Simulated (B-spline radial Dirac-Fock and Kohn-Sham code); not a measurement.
Total conversion coefficients of Ar against transition energy

Level of theory: a Dirac-Hartree-Slater potential of the neutral atom with a Latter tail (no hole, which puts coefficients of high multipoles low close above an edge), finite nucleus with surface currents; a radial finite-basis atomic code. Subshells within 1 keV of threshold and pair formation are left out.

```
energy (keV)        E3        E4        M1        M2        M3        M5
        14.8     19200  1.22e+06      1.75       112      6200  2.19e+07
          20      4790    214000     0.735      34.9      1500  3.06e+06
          25      1700     60100     0.390      14.9       530    720000
        29.2       824     25000     0.252      8.27       257    264000
        33.8       414     10900     0.167      4.78       131    103000
        35.1       346      8830     0.151      4.16       110     80800
        36.8       277      6760     0.132      3.49      88.3     59600
        39.8       191      4340     0.107      2.61      61.6     36100
          50      64.5      1190    0.0573      1.13      21.8      8450
         100      2.31      23.5   0.00921    0.0975      1.02       114
         104      1.91      18.8   0.00833    0.0852     0.860      89.8
         109      1.53      14.4   0.00739    0.0726     0.703      67.7
         142     0.431      3.28   0.00379    0.0298     0.230      14.0
         159     0.252      1.75   0.00287    0.0205     0.144      7.27
         194    0.0986     0.585   0.00176    0.0108    0.0644      2.33
         200    0.0856     0.495   0.00164   0.00977    0.0570      1.96
         219    0.0561     0.303   0.00132   0.00732    0.0398      1.18
         245    0.0335     0.166   0.00101   0.00516    0.0257     0.640
         262    0.0247     0.116  0.000862   0.00419    0.0198     0.445
         265    0.0235     0.110  0.000839   0.00405    0.0190     0.419
         471   0.00200   0.00624  0.000229  0.000748   0.00235    0.0226
         500   0.00158   0.00474  0.000201  0.000633   0.00191    0.0171
         828  0.000258  0.000578  7.10e-05  0.000169  0.000383   0.00189
        1000  0.000144  0.000294  4.92e-05  0.000107  0.000221  0.000904
        1030  0.000132  0.000265  4.65e-05  9.95e-05  0.000203  0.000809
        1210  8.40e-05  0.000157  3.44e-05  6.86e-05  0.000131  0.000450
        1220  8.22e-05  0.000153  3.39e-05  6.73e-05  0.000128  0.000437
        2000  2.51e-05  3.90e-05  1.43e-05  2.36e-05  3.73e-05  8.90e-05
        2170  2.11e-05  3.21e-05  1.25e-05  2.01e-05  3.10e-05  7.03e-05
```

Problem. How fast do they fall between 1220 and 2170 keV?

Solution. As powers of the energy: E3 E^-2.36, E4 E^-2.72, M1 E^-1.73, M2 E^-2.10, M3 E^-2.46, M5 E^-3.17. Within one type (E or M) the higher multipoles fall faster.

Values without a named source are computed, but for edge energies of neutral atoms, which are taken from tables.
